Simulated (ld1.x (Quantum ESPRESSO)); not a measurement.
scandium: PAW pseudisation with PBEsol, scalar-relativistic reference atom.

ld1.x (Quantum ESPRESSO) 7.5 was run on this input:

```
&input
   title='Sc', zed=21., rel=1, dft='PBESOL', iswitch=3,
   config='[Ar] 3d1.5 4s1.5 4p0',
   nld=3, rlderiv=4.55, eminld=-2.0, emaxld=5.0, deld=0.02
 /
 &inputp
   pseudotype=3, lpaw=.true., tm=.true., lloc=-2, rcloc=1.90,
   nlcc=.true., new_core_ps=.true., rcore=1.85,
   which_augfun='PSQ', rmatch_augfun_nc=.true.,
   file_pseudopw='Sc.UPF', file_wfcaegen='ae.wfc', file_wfcncgen='nc.wfc', file_beta='beta', file_chi='chi', file_wfcusgen='us.wfc'
 /
6
4S  1  0   1.50   0.00  3.25  3.50  0.0
4S  1  0   0.00   0.05  3.25  3.50  0.0
4P  2  1   0.00   0.00  3.70  4.20  0.0
4P  2  1   0.00   0.50  3.70  4.20  0.0
3D  3  2   1.50   0.00  1.85  2.50  0.0
3D  3  2   0.00   2.75  1.85  2.50  0.0
 &test
   configts(1)='3d1.5 4s1.5 4p0'
 /
```

Command:

```bash
ld1.x < Sc.in > Sc.out
```

The program printed (shortened: banner, matrices, multipoles, cross overlaps and the repeated all-electron block are left out):

```
Program LD1 v.7.5
     --------------------------- All-electron run ----------------------------

     Sc
     scalar relativistic calculation

     atomic number is 21.00
     dft =PBESOL   lsd =0 sic =0 latt =0  beta=0.20 tr2=1.0E-14
     Exchange-correlation= PBESOL
                           (   1   4  10   8   0   0   0)
     mesh =1173 r(mesh) = 100.03074 a.u. xmin = -7.00 dx = 0.01250
     1 Ry =  13.60569312 eV, c = 137.03599908

     n l     nl                  e(Ry)          e(Ha)          e(eV)
     1 0     1S 1( 2.00)      -322.6547      -161.3273     -4389.9405
     2 0     2S 1( 2.00)       -34.6684       -17.3342      -471.6881
     2 1     2P 1( 6.00)       -28.3707       -14.1854      -386.0034
     3 0     3S 1( 2.00)        -3.9069        -1.9535       -53.1565
     3 1     3P 1( 6.00)        -2.3460        -1.1730       -31.9196
     3 2     3D 1( 1.50)        -0.1538        -0.0769        -2.0920
     4 0     4S 1( 1.50)        -0.2797        -0.1399        -3.8062
     4 1     4P 1( 0.00)        -0.0928        -0.0464        -1.2626

     final scf error:  9.4E-15 reached in  34 iterations

     Etot =   -1526.242340 Ry,    -763.121170 Ha,  -20765.584910 eV

     Ekin =    1537.603274 Ry,     768.801637 Ha,   20920.158291 eV
     Encl =   -3630.030407 Ry,   -1815.015204 Ha,  -49389.079746 eV
     Eh   =     642.194395 Ry,     321.097197 Ha,    8737.499863 eV
     Exc  =     -76.009602 Ry,     -38.004801 Ha,   -1034.163318 eV

     normalization and overlap integrals

     s(1S/1S) =  1.000000  <r> =   0.0731  <r2> =    0.0072  r(max) =   0.0476
     s(2S/2S) =  1.000000  <r> =   0.3439  <r2> =    0.1399  r(max) =   0.2845
     s(2P/2P) =  1.000000  <r> =   0.3079  <r2> =    0.1171  r(max) =   0.2329
     s(3S/3S) =  1.000000  <r> =   1.0799  <r2> =    1.3472  r(max) =   0.9328
     s(3P/3P) =  1.000000  <r> =   1.1778  <r2> =    1.6393  r(max) =   0.9685
     s(3D/3D) =  1.000000  <r> =   2.0941  <r2> =    6.2680  r(max) =   1.1252
     s(4S/4S) =  1.000000  <r> =   3.8395  <r2> =   16.9913  r(max) =   3.2155
     s(4P/4P) =  1.000000  <r> =   5.3060  <r2> =   33.1233  r(max) =   4.2333

     ------------------------ End of All-electron run ------------------------

     --------------------- Generating PAW atomic setup --------------------

      Generating local potential from pseudized AE potential:
      Matching radius rcloc =   1.9000
      Enforcing V''(0)=0 (lloc=-2)

      Local pseudo, rcloc= 1.879 Estimated cut-off energy=     8.98 Ry

      Computing core charge for nlcc:

       r > 1.86 : true rho core
      Core charge pseudized with two Bessel functions
      Integrated core pseudo-charge :   7.72
      Wfc-us  4S rcutus= 3.510  Estimated cut-off energy=    10.12 Ry
      Wfc-us  4S rcutus= 3.510  Estimated cut-off energy=     4.39 Ry
      Wfc-us  4P rcutus= 4.181  Estimated cut-off energy=     4.27 Ry
      Wfc-us  4P rcutus= 4.181  Estimated cut-off energy=     6.00 Ry
      Wfc-us  3D rcutus= 2.473  Estimated cut-off energy=    18.75 Ry
      Wfc-us  3D rcutus= 2.473  Estimated cut-off energy=    18.54 Ry

     Required augmentation: PSQ   radius:    4.200000

     Q pseudized with Bessel functions
     Expected ecutrho=     117.6786 due to l1=  2   l2=  2

     Estimated PAW energy =  -77.092629 Ryd

     ------------------- End of pseudopotential generation -------------------

     Computing logarithmic derivative in   4.53465

       Warning: n=1, l=0 expected 0 nodes, found 1
       Setting wfc to zero for this iteration
       (This warning will only be printed once per wavefunction)

       Zero norm: self consistency problem; state:  2 (l=  0, j=0.0)
       Zero norm: self consistency problem; state:  2 (l=  0, j=0.0)

       Warning: n=3, l=2 expected 0 nodes, found 1
       Setting wfc to zero for this iteration
       (This warning will only be printed once per wavefunction)

       Zero norm: self consistency problem; state:  2 (l=  0, j=0.0)
       Zero norm: self consistency problem; state:  2 (l=  0, j=0.0)
     Computing logarithmic derivative in   4.53465
     Computing the partial wave expansion
     R is outside the sphere for l=    0 j= 0.00
     R is outside the sphere for l=    0 j= 0.00
     R is outside the sphere for l=    1 j= 0.00
     R is outside the sphere for l=    1 j= 0.00
     R is outside the sphere for l=    2 j= 0.00
     R is outside the sphere for l=    2 j= 0.00

     ---------------------- Testing the pseudopotential ----------------------

     Sc
     scalar relativistic calculation

     atomic number is 21.00   valence charge is  3.00
     dft = SLA  PW   PSX  PSC   lsd =0 sic =0 latt =0  beta=0.20 tr2=1.0E-14
     mesh =1173 r(mesh) = 100.03074 xmin = -7.00 dx = 0.01250

     n l     nl             e AE (Ry)        e PS (Ry)    De AE-PS (Ry)
     3 2     3D   1( 1.50)       -0.15376       -0.14883       -0.00493
     1 0     4S   1( 1.50)       -0.27975       -0.27520       -0.00455
     2 1     4P   1( 0.00)       -0.09280       -0.09306        0.00026

     eps = 4.3E-15  iter = 41

     Etot =   -1526.242340 Ry,    -763.121170 Ha,  -20765.584910 eV
     Etotps =   -77.086961 Ry,     -38.543481 Ha,   -1048.821542 eV

     Ekin =      10.025034 Ry,       5.012517 Ha,     136.397540 eV
     Encl =     -13.931732 Ry,      -6.965866 Ha,    -189.550864 eV
     Ehrt =       2.848587 Ry,       1.424293 Ha,      38.756996 eV
     Ecxc =     -76.028851 Ry,     -38.014425 Ha,   -1034.425214 eV
     (Ecc =      -9.283914 Ry,      -4.641957 Ha,    -126.314080 eV)

     ---------------------- End of pseudopotential test ----------------------
```

The ghost test of this file was not conclusive. Its overlap operator is not positive definite in a basis up to 400 Ry (lowest eigenvalue s -0.05), so the file is unfit for use: the generalised eigenproblem breaks down once the basis is large enough, and its test numbers describe a broken file.

Generation and configuration tests took about 2.6 s on one core of a shared server CPU.

Transferability test of the new file with ld1.x, input:

```
&input
   title='Sc', zed=21., rel=1, dft='PBESOL', iswitch=2,
   config='[Ar] 3d1.5 4s1.5 4p0'
 /
 &test
   file_pseudo='Sc.UPF', nconf=8,
   configts(1)='3d1.5 4s1.5 4p0',
   configts(2)='3d1 4s2 4p0',
   configts(3)='3d1 4s1 4p0',
   configts(4)='3d1 4s0 4p0',
   configts(5)='3d0 4s2 4p1',
   configts(6)='3d2 4s0 4p0',
   configts(7)='3d2 4s1 4p0',
   configts(8)='3d1 4s1.5 4p0'
 /
```

```bash
ld1.x < Sc.test.in > Sc.test.out
```

Pseudopotential blocks of its output, shortened (energy terms left out; the distinct warnings before each block abridged to one line each):

```
     Warning: n=1, l=0 expected 0 nodes, found 1
     Warning: n=3, l=2 expected 0 nodes, found 1
     ---------------------- Testing the pseudopotential ----------------------

     n l     nl             e AE (Ry)        e PS (Ry)    De AE-PS (Ry)
     3 2     3D   1( 1.50)       -0.15376       -0.14883       -0.00493
     1 0     4S   1( 1.50)       -0.27975       -0.27520       -0.00455
     2 1     4P   1( 0.00)       -0.09280       -0.09306        0.00026

     eps = 4.3E-15  iter = 41

     Etot =   -1526.242340 Ry,    -763.121170 Ha,  -20765.584910 eV
     Etotps =   -77.086961 Ry,     -38.543481 Ha,   -1048.821542 eV

     ---------------------- End of pseudopotential test ----------------------
```

The test run then stopped with an error in new_paw_hamiltonian: “negative rho”.
